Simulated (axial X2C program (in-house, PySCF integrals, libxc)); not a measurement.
**Outer orbitals of GeC⁻ at 1.745 Å, PBE0**

All values were computed with an in-house all-electron X2C program for linear molecules (integrals from PySCF). Spin-free means the one-electron spin-free X2C Hamiltonian; two-component (2c) means X2C with spin–orbit coupling and atomic mean-field two-electron Coulomb and Gaunt terms, so the difference of the two also holds small scalar two-electron terms. Basis: Ge dyall-acv3z [10s10p8d5f1g], C dyall-av3z [8s7p3d2f] (cores contracted in-house); Gaussian nuclei, density fitting, unrestricted open shells. Masses: Ge 73.921 u, C 12.000 u.

The distance is close to the 2c PBE0 minimum; the highest filled and lowest empty levels are listed.

Spin-free orbitals, state M_S = 1/2, Λ = 0 (beyond evenly filled blocks: σα) (Löwdin shares):

```csv
symmetry,occupied,ε (eV),atomic character
σα,yes,-26.30,99% Ge d
σβ,yes,-26.19,99% Ge d
δ-β,yes,-26.13,100% Ge d
δ+β,yes,-26.13,100% Ge d
π+α,yes,-26.12,100% Ge d
π-α,yes,-26.12,100% Ge d
δ-α,yes,-26.09,100% Ge d
δ+α,yes,-26.09,100% Ge d
π+β,yes,-26.08,100% Ge d
π-β,yes,-26.08,100% Ge d
σα,yes,-11.59,"50% C s, 24% Ge s, 11% Ge p"
σβ,yes,-10.46,"44% C s, 31% Ge s, 10% C p"
σα,yes,-5.29,"32% C p, 30% Ge s, 16% C s"
σβ,yes,-4.01,"31% Ge s, 26% Ge p, 19% C s"
σα,yes,-1.49,"44% C p, 31% Ge p, 14% Ge s"
π-α,yes,-0.71,"60% C p, 32% Ge p, 3% Ge d"
π+α,yes,-0.71,"60% C p, 32% Ge p, 3% Ge d"
π+β,yes,-0.25,"48% C p, 44% Ge p, 4% C d"
π-β,yes,-0.25,"48% C p, 44% Ge p, 4% C d"
σβ,no,2.22,"41% C p, 27% Ge s, 17% Ge p"
σα,no,3.10,"89% Ge p, 6% C p, 3% Ge d"
σβ,no,3.15,"85% Ge p, 7% C p, 3% Ge s"
π-α,no,3.18,"86% Ge p, 8% Ge d, 5% C p"
π+α,no,3.18,"86% Ge p, 8% Ge d, 5% C p"
π+β,no,3.19,"89% Ge p, 6% Ge d, 5% C p"
π-β,no,3.19,"89% Ge p, 6% Ge d, 5% C p"
```

Spinors with spin–orbit coupling (state Ω = 1/2):

```csv
ω,occupied,ε (eV),atomic character,λ mixture
1/2,yes,-26.52,99% Ge d,"60% σ, 40% π"
-1/2,yes,-26.49,99% Ge d,"54% π, 46% σ"
3/2,yes,-26.46,100% Ge d,"80% δ, 20% π"
-3/2,yes,-26.43,100% Ge d,"81% δ, 19% π"
1/2,yes,-25.98,99% Ge d,"60% π, 40% σ"
-1/2,yes,-25.95,99% Ge d,"54% σ, 46% π"
-5/2,yes,-25.92,100% Ge d,100% δ
3/2,yes,-25.92,100% Ge d,"80% π, 20% δ"
5/2,yes,-25.89,100% Ge d,100% δ
-3/2,yes,-25.88,100% Ge d,"81% π, 19% δ"
1/2,yes,-11.58,"50% C s, 24% Ge s, 11% Ge p",100% σ
-1/2,yes,-10.47,"44% C s, 31% Ge s, 10% C p",100% σ
1/2,yes,-5.29,"32% C p, 30% Ge s, 16% C s",100% σ
-1/2,yes,-4.01,"31% Ge s, 26% Ge p, 19% C s",100% σ
1/2,yes,-1.49,"44% C p, 31% Ge p, 14% Ge s",100% σ
-1/2,yes,-0.73,"60% C p, 32% Ge p, 3% Ge d",100% π
3/2,yes,-0.69,"61% C p, 31% Ge p, 3% Ge d",100% π
1/2,yes,-0.28,"47% C p, 45% Ge p, 4% C d",100% π
-3/2,yes,-0.22,"49% C p, 44% Ge p, 4% C d",100% π
-1/2,no,2.22,"42% C p, 26% Ge s, 17% Ge p",100% σ
1/2,no,3.11,"91% Ge p, 4% C p, 3% Ge d",100% σ
-1/2,no,3.17,"90% Ge p, 6% C p, 2% Ge d",100% σ
3/2,no,3.18,"86% Ge p, 8% Ge d, 5% C p",100% π
-1/2,no,3.18,"86% Ge p, 8% Ge d, 5% C p",100% π
-3/2,no,3.19,"89% Ge p, 6% Ge d, 5% C p",100% π
1/2,no,3.19,"89% Ge p, 6% Ge d, 5% C p",100% π
```

Mulliken charges and populations of the two-component result (they depend on the basis, above all on diffuse functions):

Ge -0.17 e (s 7.75 p 14.38 d 10.04 f 0.01), C -0.83 e (s 3.74 p 3.03 d 0.05 f 0.01). ⟨Lz⟩ = 0.00 ħ and ⟨Sz⟩ = 0.50 ħ (-0.07 and 0.57 on the two atoms), which add up to Ω.

One determinant describes the state; a PBE0 search over occupations chose it and may have missed a lower one. Density functionals use the spin component along the axis (collinear). Other states lie close and PBE0, whose exact exchange favours high spin, may order them wrongly; the determinant shown need not be the ground state. The nearest other spin-free determinant of the search, M_S = 1/2, Λ = 1, lies 0.28 eV up at the distance of the search. The highest occupied level of some functionals is positive through self-interaction error; at Hartree–Fock it is bound. The determinant is spin-polarised beyond a pure state at some levels (its spin-free form has ⟨S²⟩ too high), which makes Re and μ there less reliable.
